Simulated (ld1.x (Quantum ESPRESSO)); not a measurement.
Which change was made? (Hg, TM)

* Element: mercury
* Generator: ld1.x (Quantum ESPRESSO) 7.5
* Type: norm-conserving Troullier–Martins (Kleinman–Bylander form)
* Functional: PBE
* Relativity: scalar-relativistic
* Frozen core: [Kr] 4d10 4f14 5s2
* Valence charge: 18
* Reference configuration: 5p6 5d10 6s1.75 6p0.25
* Partial waves: 6s (bound): rc 1.65 bohr; 5d (bound): rc 2.20 bohr; 5p (bound): rc 1.80 bohr
* Local potential: the p channel
* Core correction: none

Occupied shells without a wave of their own: 6p. They enter only through the test configuration that unscreens the potential.

Cutoffs, loose and tight: the cutoffs (Ry, on a coarse ladder) from which the occupation-weighted sum of valence levels, in a spherical-Bessel basis at the reference potential, stays within 10 and 1 mRy of its value at 400 Ry. They do not see the model core or the augmentation charge, which bear on the density cutoff. Test errors are all-electron minus pseudo excitation energies from the reference, over the configurations 5p6 5d10 6s2 6p0; 5p6 5d10 6s1 6p0; 5p6 5d10 6s0 6p0; 5p6 5d9 6s2 6p1; 5p6 5d10 6s0 6p1; 5p6 5d8 6s0 6p0; 5p5 5d10 6s2 6p0; variants that change the core or the reference have their own tests.

The base gives: outcome: generated, misses its reference levels by 0.29 eV; cutoff, loose: 50 Ry; cutoff, tight: 90 Ry; bound ghosts: s; largest test error (meV): -543.

Problem. After one change the result is: outcome: generated, misses its reference levels by 0.15 eV; cutoff, loose: 45 Ry; cutoff, tight: 90 Ry; bound ghosts: s; largest test error (meV): -186. Which change was it?
A. wave 5p (bound): rc 1.80 bohr becomes 5p (bound): rc 2.66 bohr
B. wave 5p (bound): rc 1.80 bohr becomes 5p (bound): rc 1.60 bohr
C. wave 5p (bound): rc 1.80 bohr becomes 5p (bound): rc 1.94 bohr
D. wave 5p (bound): rc 1.80 bohr becomes 5p (bound): rc 1.32 bohr
E. wave 5p (bound): rc 1.80 bohr becomes 5p (bound): rc 2.30 bohr

Solution. A. The others give: wave 5p (bound): rc 1.80 bohr becomes 5p (bound): rc 1.32 bohr → outcome: generated; cutoff, loose: 110 Ry; cutoff, tight: 140 Ry; bound ghosts: s; largest test error (meV): -374 | wave 5p (bound): rc 1.80 bohr becomes 5p (bound): rc 1.94 bohr → outcome: generated, misses its reference levels by 0.34 eV; cutoff, loose: 45 Ry; cutoff, tight: 90 Ry; bound ghosts: s; largest test error (meV): -631 | wave 5p (bound): rc 1.80 bohr becomes 5p (bound): rc 1.60 bohr → outcome: generated, misses its reference levels by 0.18 eV; cutoff, loose: 55 Ry; cutoff, tight: 100 Ry; bound ghosts: s; largest test error (meV): -393 | wave 5p (bound): rc 1.80 bohr becomes 5p (bound): rc 2.30 bohr → outcome: generated, misses its reference levels by 0.21 eV; cutoff, loose: 45 Ry; cutoff, tight: 90 Ry; bound ghosts: s; largest test error (meV): -446.
